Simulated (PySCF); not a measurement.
# InCl⁺: one state, many levels of theory

State: ²Σ⁺ (doublet), unpaired electrons σ ↑. Set-up: basis In x2c-SVPall, Cl x2c-SVPall; spin-free X2C with a Gaussian nucleus; PySCF 2.14. De refers to In⁺ + Cl in their high-spin ground configurations, without counterpoise correction. The functionals are run spin-unrestricted. A positive dipole points towards Cl; it is taken about the centre of mass and depends on that origin. Levels whose curve was spin-contaminated or gave no clean fit are not listed.

| Level | Re (Å) | ωe (cm⁻¹) | De (eV) | μ (D) | CPU s a point (SCF and correlation, without the integrals) |
| --- | --- | --- | --- | --- | --- |
| UHF | 2.319 | 320 | 0.065 | -3.92 | 0.22 |
| UHF-CCSD | 2.339 | 310 | 0.380 | n/a | n/a |
| UHF-CCSD(T) | 2.335 | 325 | 0.476 | n/a | 3.8 |
| PBE | 2.359 | 310 | 0.90 | -2.69 | 1.2 |
| PBEsol | 2.327 | 334 | 1.13 | -2.65 | 0.87 |
| BLYP | 2.405 | 274 | 0.68 | -2.51 | 0.85 |
| r²SCAN | 2.322 | 342 | 0.94 | -3.04 | 1.5 |
| PBE0 | 2.331 | 325 | 0.77 | -3.08 | 1.9 |
| MN15 | 2.312 | 320 | 0.76 | -2.93 | 1.7 |

(1) Which functional lies closest to UHF-CCSD(T) in De, which farthest, and by how much do they differ from it?

(2) What does the step from GGA to meta-GGA do here, going from PBE to r²SCAN?

(3) What does all correlation do here, going from UHF to UHF-CCSD(T)?

Correlated steps freeze 23 core orbitals. Correlated levels converge slowly with the basis: in double zeta they bind strong bonds too weakly, by up to about 1 eV, and carry superposition errors of some tenths. These are scalar-relativistic numbers at best; spin–orbit coupling would shift them, the dissociation energy most. For an ion De counts to the pair picked by the measured ionisation energies or electron affinities, which need not be the lowest pair at this level. The state was picked by a PBE0 search and need not be the measured ground state.

The whole job (state search and all levels along the bond) took about 3.6 min on 1 thread of Arm Neoverse N1 (shared host), peak memory 0.64 GiB.

Results:

(1) Closest is BLYP (+7.0 pm in Re, -15.7 % in ωe, +0.20 eV in De against UHF-CCSD(T) in the same basis), farthest PBEsol (-0.8 pm in Re, +2.8 % in ωe, +0.65 eV in De). CCSD(T) converges more slowly with the basis than the functionals do and binds too weakly in this one, so the order can change at the basis-set limit.

(2) r²SCAN less PBE: -3.7 pm in Re, +10.3 % in ωe, +0.04 eV in De. 

(3) UHF-CCSD(T) less UHF: +1.6 pm in Re, +1.6 % in ωe, +0.41 eV in De. Correlation nearly always deepens the well. The bond lengthens, as in strong covalent bonds, where excitations into antibonding orbitals dominate.
